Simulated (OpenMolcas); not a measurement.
What dynamic correlation does to the levels of neutral silicon

```
Program             : OpenMolcas 26.06
Basis               : ANO-RCC-VTZP [5s4p2d1f]
Scalar Hamiltonian  : DKH2, point nucleus
Active space        : 4 electrons in 4 orbitals (3s 3p)
State averaging     : 2S+1 = 3 even, 6 roots (3 in the spin-orbit step); 2S+1 = 1 even, 6 roots kept (CI in the orbitals of an earlier block); 2S+1 = 5 odd, 1 root; 2S+1 = 3 odd, 8 roots kept (CI in the orbitals of an earlier block)
Spin-orbit coupling : RASSI with atomic mean-field integrals over the reference wave functions, term energies averaged over their components
```

Methods on the same reference wave functions:
A. CASSCF
B. SS-CASPT2, IPEA 0.25 Eh, imaginary shift 0.1 Eh (closed shells correlated: 2s 2p)

Energies in cm-1 above 3s2 3p2 3P0, the measured ground level; measured values from NIST Handbook of Basic Atomic Spectroscopic Data.

| Level | A | B | Measured |
| --- | --- | --- | --- |
| 3s2 3p2 3P0 | 0.0 | 0.0 | 0.0 |
| 3s2 3p2 3P1 | 68.6 | 69.0 | 77.1 |
| 3s2 3p2 3P2 | 200 | 200 | 223 |
| 3s2 3p2 1D2 | 8987 | 5900 | 6299 |
| 3s2 3p2 1S0 | 15786 | 13740 | 15394 |
| 3s 3p3 5S* 2 | 22786 | 29520 | 33326 |
| 3s 3p3 3D* 2 | 54875 | 45140 |  |
| 3s 3p3 3D* 1 | 54876 | 45140 |  |
| 3s 3p3 3D* 3 | 54877 | 45140 | 45322 |
| 3s 3p3 3P* 0 | 64185 | 57020 |  |
| 3s 3p3 3P* 1 | 64186 | 57020 |  |
| 3s 3p3 3P* 2 | 64187 | 57020 |  |

Deviations, from unrounded energies. A percentage is the sum of absolute deviations over the sum of measured energies, with the sign that they share, or ± where signs differ.

```
                        Against measurement  Levels      A      B
             mean absolute deviation (cm-1)       6   3900   1000
      fine structure of the ground term (%)       2  -10.5  -10.4
other terms of the ground configuration (%)       2  +14.2   -9.5
                   other configurations (%)       2  ±25.6   -5.1
```

B lies closest to measurement on these levels. The largest miss of B in the table is 3s 3p3 5S* 2, by -3800 cm-1. The ranking rests on the paired levels alone, and a cruder setting can come out closer through cancelling errors.

From A to B the spin-free energies of the other terms of 3s2 3p2 shown, above 3P, scale by factors of 0.65 to 0.87.

The lowest spin-free term lies below A's lowest term by 0.072 hartree in B.

Term energies are means over components that CASPT2 splits; among the terms shown or strongly mixed into the levels shown the widest spread is 800 cm-1 (3s 3p3 3D*, B). Over all roots computed the reference weight is 0.85 to 0.98 in B; the roots of lowest weight are the least certain, and an intruder state may touch them. Terms from blocks run as CI alone lack orbitals of their own. Terms of s pⁿ other than that of highest spin mix with s² pⁿ⁻² d, which this space lacks; all of them can be thousands of cm-1 off, and some have no real level of that name. Without dynamic correlation excited terms often stand tens of per cent too high (terms of higher spin than the ground term too low), and those without a measured partner can miss by more than the paired ones (holds for A). Computed and measured levels are paired by configuration, term and J; levels that our copy of the source lacks, or whose pairing is in doubt (as where it misses far off the trend of its configuration), stay unpaired and out of the deviations. Levels of configurations outside the active space are missing.

* marks odd parity.
